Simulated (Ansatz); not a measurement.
A run for Ansatz (an electronic-structure program): R-RI-MP2/aug-cc-pV(T+d)Z on H8Si2 (a complex), monomers drawn apart or pushed together. Files ending in .json are basis or fitting sets from the Basis Set Exchange.

Ansatz 0.2 input:
```yaml
crystal:
  periodic: [false, false, false]
  atoms:
    - {symbol: Si, position_ang: [0.01753434, -0.16762224, -0.10150452]}
    - {symbol: H, position_ang: [1.06879216, 0.87345654, -0.08739598]}
    - {symbol: H, position_ang: [-1.07625700, 0.22539958, 0.81558087]}
    - {symbol: H, position_ang: [0.58978556, -1.45799786, 0.34195421]}
    - {symbol: H, position_ang: [-0.52126322, -0.30918478, -1.47336801]}
    - {symbol: Si, position_ang: [-0.04484287, 0.43435105, 7.10520191]}
    - {symbol: H, position_ang: [-0.85117889, -0.78211477, 6.86219494]}
    - {symbol: H, position_ang: [1.09045829, 0.46830998, 6.15557751]}
    - {symbol: H, position_ang: [0.47658493, 0.41504316, 8.49087257]}
    - {symbol: H, position_ang: [-0.88569785, 1.63599132, 6.90911391]}
basis:
  gaussian:
    orbitals: aug-cc-pV_T+d_Z.json
    fitting: {mean_field: def2-universal-JKFIT, correlation: aug-cc-pVTZ-RIFIT.json}
magnetization: {spin_polarized: false}
correlation: {method: mp2, electrons: outside_noble_gas}
scf: {lower_state_search: off}
```

Program output:

```
WARN ansatz: RAYON_NUM_THREADS=1 ignored (pool sized by the plan → 1); use --threads N
Functional definition: HF
these checks for a lower state are left out or cut short: stability, starts, cluster_reference, orbital_swaps, neighbouring_geometries, increment
integrals: 0.27 GiB planned
400 factors; integrals over basis functions are off by at most 1.1e0 eV
mean field: 0.47 GiB planned
mean field evaluation 1: about -15850.0208 eV, gradient 1.4e1 eV
mean field evaluation 2: about -15851.2393 eV, gradient 4.4e0 eV
mean field evaluation 4: about -15851.3838 eV, gradient 1.3e-1 eV
mean field -15851.38388034 eV, -582.5276131486 hartree, gradient 2.7e-6 eV, S^2 0.000000; 0 other end points of the search recorded, 0 dependent functions left out
10 core orbitals not correlated
662 factors; their error is unknown
reference -15851.38388034 eV, -582.5276131486 hartree; 8, 8 occupied and 276, 276 virtual orbitals, 662 factors
second order -7.92067342 eV of doubles, -0.00000000 eV of singles
Total energy: -15859.30455376 eV, -582.8186925278 hartree
Checks for a lower state left out: stability, starts, cluster_reference, orbital_swaps, neighbouring_geometries, increment
```

The run converged.

Cost: about 2.5 core-seconds (a rough figure).
